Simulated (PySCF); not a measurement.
C4H4F2, SMILES C(/C(=C)F)=C/F. Atoms are numbered in the order given.

```xyz
10

C      0.3486    -2.2392     0.0000
C      0.0171    -0.9408     0.0000
F     -1.2790    -0.5899     0.0000
C      0.9582     0.1694     0.0000
C      0.6795     1.4802     0.0000
F     -0.5498     1.9867     0.0000
H     -0.4260    -3.0069     0.0000
H      1.3963    -2.5387     0.0000
H      2.0166    -0.0981     0.0000
H      1.4526     2.2543     0.0000
```

Coordinates come from a B3LYP-D3(BJ)/def2-SVP optimisation. The structure was generated by enumeration; whether it is a known compound was not checked. The values are those of a single conformer.

These are PBE/def2-TZVP (PySCF) values and carry that method's errors.

Symmetry labels are those of the subgroup Cs that the program uses (full group Cs).

Question: List the valence orbital energies around the gap with their symmetry. (The exact figures need the calculation; the answer reports its results.)

Answer: 
```json
[
 {"orbital": "HOMO−7", "symmetry": "A\"", "energy (eV)": "-11.56"},
 {"orbital": "HOMO−6", "symmetry": "A\"", "energy (eV)": "-11.04"},
 {"orbital": "HOMO−5", "symmetry": "A'", "energy (eV)": "-10.88"},
 {"orbital": "HOMO−4", "symmetry": "A'", "energy (eV)": "-10.01"},
 {"orbital": "HOMO−3", "symmetry": "A'", "energy (eV)": "-9.36"},
 {"orbital": "HOMO−2", "symmetry": "A'", "energy (eV)": "-8.50"},
 {"orbital": "HOMO−1", "symmetry": "A\"", "energy (eV)": "-7.61"},
 {"orbital": "HOMO", "symmetry": "A\"", "energy (eV)": "-5.81"},
 {"orbital": "LUMO", "symmetry": "A\"", "energy (eV)": "-1.98"},
 {"orbital": "LUMO+1", "symmetry": "A'", "energy (eV)": "0.43"},
 {"orbital": "LUMO+2", "symmetry": "A\"", "energy (eV)": "0.83"},
 {"orbital": "LUMO+3", "symmetry": "A'", "energy (eV)": "1.41"}
]
```
